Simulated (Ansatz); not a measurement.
Geometry optimisation, RKS PBE/def2-SVP (Ansatz 0.2.0).

The input (input.yaml):

```yaml
crystal:
  periodic: [false, false, false]
  atoms:
    - { symbol: Hf, position_ang: [0.245483, -0.536742, -0.461987] }
    - { symbol: F, position_ang: [0.943442, 0.689319, 2.376057] }
    - { symbol: Cl, position_ang: [2.239456, 0.466976, -1.260602] }
    - { symbol: O, position_ang: [-1.238277, 0.661516, -0.290069] }
    - { symbol: H, position_ang: [-1.937928, 1.172653, 0.138767] }
    - { symbol: Cl, position_ang: [-0.404166, -2.44837, -1.825315] }
    - { symbol: O, position_ang: [0.506092, -1.815746, 1.070926] }
    - { symbol: Al, position_ang: [0.158417, -3.506251, 0.590298] }
    - { symbol: H, position_ang: [1.421796, -4.407814, 0.217733] }
    - { symbol: H, position_ang: [-1.277383, -4.062526, 1.015049] }
    - { symbol: H, position_ang: [0.960267, -0.231715, 2.531643] }
basis:
  gaussian: { orbitals: def2-SVP }
hamiltonian:
  xc: pbe
relax:
  f_tol: 0.03
  max_steps: 50
```

Launched with:

```bash
$ ansatz run input.yaml --threads 4 --pin off --max-ram 5120MiB --backend cpu --events-out ev --progress --plain --runs-dir out
```

Where does it end, and by what steps?

The forces met the threshold. After 17 steps the energy has fallen by 1.772 eV; H11 moved furthest, 1.50 Å. Parted: F2–H11 (0.93 → 2.56 Å). Joined: Hf1–F2 (3.17 → 1.93 Å), O7–H11 (2.20 → 0.98 Å).

```csv
step,energy less start (eV),largest force component (eV/Å),accepted
0,0.0000,1.655,yes
1,-0.2075,0.466,yes
2,-0.3687,0.571,yes
3,-0.4654,0.902,yes
4,-0.5335,0.307,yes
5,-0.5924,0.476,yes
6,-0.6918,1.064,yes
7,-0.7494,4.169,yes
8,-1.0037,3.539,yes
9,-1.3423,1.566,yes
10,-1.5442,1.071,yes
11,-1.7036,0.898,yes
12,-1.6610,1.604,no
13,-1.7475,0.391,yes
14,-1.7637,0.351,yes
15,-1.7694,0.164,yes
16,-1.7720,0.069,yes
17,-1.7724,0.026,yes
```

```xyz
11
Properties=species:S:1:pos:R:3
Hf 0.386 -0.060 0.096
F 0.952 0.808 1.719
Cl 2.106 0.614 -1.385
O -1.260 0.838 -0.256
H -2.094 1.326 -0.261
Cl -0.301 -2.190 -1.344
O 0.563 -1.813 1.327
Al 0.149 -3.469 0.529
H 1.474 -4.326 0.306
H -1.214 -4.049 1.122
H 0.857 -1.697 2.250
```

The run took 48 s on 4 threads of Arm Neoverse V2, with other jobs on the host, peak memory 0.24 GiB.
